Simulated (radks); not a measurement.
Results of a calculation; reference values are marked as such.
These are the eigenvalues of the occupied orbitals of an atom or ion with whole-number occupations (Ry). Level of theory: non-relativistic Kohn-Sham, TPSS, spin-polarised, spherical densities, point nucleus; meta-GGA in the generalised Kohn-Sham scheme (a radial shooting solver on a logarithmic mesh with Libxc functionals).

orbital  eigenvalue
1s up     -859.5852
1s down   -859.5852
2s up     -116.7755
2s down   -116.6432
2p up     -105.3690
2p down   -105.2642
3s up     -23.17904
3s down   -22.93675
3p up     -19.29027
3p down   -19.04690
3d up     -12.49716
3d down   -12.24598

Which element is it, and in what charge state? The configuration may be excited. Open shells, if any, are filled with parallel spins first.

Answer. Z = 33, arsenic, charge +7: As7+ in [Ar] 3d8. The list shows which subshells hold electrons but not how many an open one holds; the 1s level, -429.79 hartree, gives Z - s = 29.3 by -(Z - s)^2/2, which with screening narrows Z to a few neighbours, and the depths of the outer levels then fix element, charge and occupations together.
